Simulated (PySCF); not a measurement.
Simulation results for CH₆BOSi, CH₇BOSi, CH₄B₂F

Calculation on a computer-drawn molecule: the log of a Hartree-Fock and frozen-core CCSD(T) single point meant for a local Hartree-Fock minimum, with one planted fault or none, to be diagnosed. Offsets are logged minus clean, where the clean run is the same molecule without the fault. The reference is restricted for singlets and unrestricted otherwise, and also for a bond in bohr or an excited solution. Adding or removing an electron swaps singlet and doublet. The excited solution moves the top pair (singlet) or top alpha electron (doublet) to the lowest empty orbital. Highest occupied and lowest empty are orbital energies over both spins, largest force is the largest gradient component, triples share is (T) over the correlation energy, the T1 limit is 0.02 restricted and 0.045 unrestricted, electrons count all cores, a negative frequency is imaginary (commonest isotopes), and the dipole is about the centre of nuclear charge. Program: PySCF 2.14.0.

Common to all runs: meant multiplicity 1; logged SCF converged yes; logged CC converged yes; logged SCF stable within its kind yes; possible faults no fault, one electron removed, one electron added, multiplicity raised by two, geometry at a saddle point, SCF held on an excited solution, minimal basis STO-3G, one bond length entered in bohr, all coordinates scaled.

```yaml
- entry: 1
  formula: CH6BOSi
  logged_structure:
    atoms_angstrom:
      - [C, 1.3238, 2.9187, -0.7808]
      - [B, 0.368, 2.4758, -1.9184]
      - [O, -0.382, 1.2683, -1.7872]
      - [Si, -1.2215, -0.0227, -1.7055]
      - [H, 2.3271, 3.0723, -1.1923]
      - [H, 1.3854, 2.2301, 0.0625]
      - [H, 1.0038, 3.901, -0.4146]
      - [H, 0.1688, 3.0517, -2.9404]
      - [H, -0.6512, -1.2591, -2.2193]
      - [H, -2.5477, 0.0443, -1.1098]
  given:
    meant_charge: 1
    meant_basis: "cc-pV(D+d)Z"
    logged_electrons: 39
    logged_basis_functions: 95
    logged_spin_squared: 0.7692
    "logged_highest_occupied [eV]": -6.3783
    "logged_lowest_empty [eV]": 3.0347
    "logged_largest_force [hartree/bohr]": 0.092294
    logged_T1_diagnostic: 0.01435
    logged_D1_diagnostic: 0.046512
    logged_triples_share: 0.025106
    "logged_dipole_magnitude [debye]": 1.3948
    "logged_energy_HF [hartree]": -429.8573
    "logged_energy_CCSD(T) [hartree]": -430.41388
    drawn_bonds_atom: [1, 2, 3, 1, 1, 1, 2, 4, 4]
    drawn_bonds_other_atom: [2, 3, 4, 5, 6, 7, 8, 9, 10]
    drawn_bonds_order: [1, 1, 1, 1, 1, 1, 1, 1, 1]
  results:
    planted_fault: "one electron added"
    "HF_energy_offset_from_clean_run [kcal/mol]": -129.5
    "CCSD(T)_energy_offset_from_clean_run [kcal/mol]": -136.8
- entry: 2
  formula: CH7BOSi
  logged_structure:
    atoms_angstrom:
      - [C, 0.762, 0.7746, -0.6854]
      - [B, -0.4003, 0.1879, 0.2109]
      - [O, -1.3827, 0.9412, 0.768]
      - [Si, -1.8359, 2.5329, 0.8214]
      - [H, 0.7715, 0.2659, -1.6559]
      - [H, 0.7142, 1.8523, -0.8627]
      - [H, 1.7279, 0.547, -0.2193]
      - [H, -0.4428, -0.996, 0.4348]
      - [H, -0.7609, 3.3517, 1.4203]
      - [H, -2.1266, 3.0287, -0.5403]
      - [H, -3.0495, 2.6159, 1.6529]
  given:
    meant_charge: 0
    meant_basis: "cc-pV(D+d)Z"
    logged_electrons: 41
    logged_basis_functions: 100
    logged_spin_squared: 0.7605
    "logged_highest_occupied [eV]": 1.9223
    "logged_lowest_empty [eV]": 8.2638
    "logged_largest_force [hartree/bohr]": 0.08932
    logged_T1_diagnostic: 0.018408
    logged_D1_diagnostic: 0.10315
    logged_triples_share: 0.025498
    "logged_dipole_magnitude [debye]": 5.6698
    "logged_energy_HF [hartree]": -430.41448
    "logged_energy_CCSD(T) [hartree]": -431.0182
    drawn_bonds_atom: [1, 2, 3, 1, 1, 1, 2, 4, 4, 4]
    drawn_bonds_other_atom: [2, 3, 4, 5, 6, 7, 8, 9, 10, 11]
    drawn_bonds_order: [1, 1, 1, 1, 1, 1, 1, 1, 1, 1]
  results:
    planted_fault: "one electron added"
    "HF_energy_offset_from_clean_run [kcal/mol]": 67.24
    "CCSD(T)_energy_offset_from_clean_run [kcal/mol]": 52.95
  notes: ["highest electron not bound in this basis"]
- entry: 3
  formula: CH4B2F
  logged_structure:
    atoms_angstrom:
      - [C, -2.6011, -0.6319, -0.3289]
      - [B, -1.9973, 0.6396, 0.306]
      - [B, -0.3892, 1.1785, -0.2038]
      - [F, 0.7226, 1.5575, -0.5467]
      - [H, -3.3479, -1.0882, 0.3216]
      - [H, -3.1471, -0.2631, -1.2163]
      - [H, -1.8925, -1.3813, -0.6809]
      - [H, -2.4875, 1.3918, 1.0842]
  given:
    meant_charge: 1
    meant_basis: cc-pVDZ
    logged_electrons: 29
    logged_basis_functions: 76
    logged_spin_squared: 0.7569
    "logged_highest_occupied [eV]": -7.0799
    "logged_lowest_empty [eV]": 2.2134
    "logged_largest_force [hartree/bohr]": 0.11603
    logged_T1_diagnostic: 0.016728
    logged_D1_diagnostic: 0.066617
    logged_triples_share: 0.025697
    "logged_dipole_magnitude [debye]": 0.952
    "logged_energy_HF [hartree]": -188.98043
    "logged_energy_CCSD(T) [hartree]": -189.5114
    drawn_bonds_atom: [1, 2, 3, 1, 1, 1, 2]
    drawn_bonds_other_atom: [2, 3, 4, 5, 6, 7, 8]
    drawn_bonds_order: [1, 1, 1, 1, 1, 1, 1]
  results:
    planted_fault: "one electron added"
    "HF_energy_offset_from_clean_run [kcal/mol]": -146.1
    "CCSD(T)_energy_offset_from_clean_run [kcal/mol]": -156.0
```
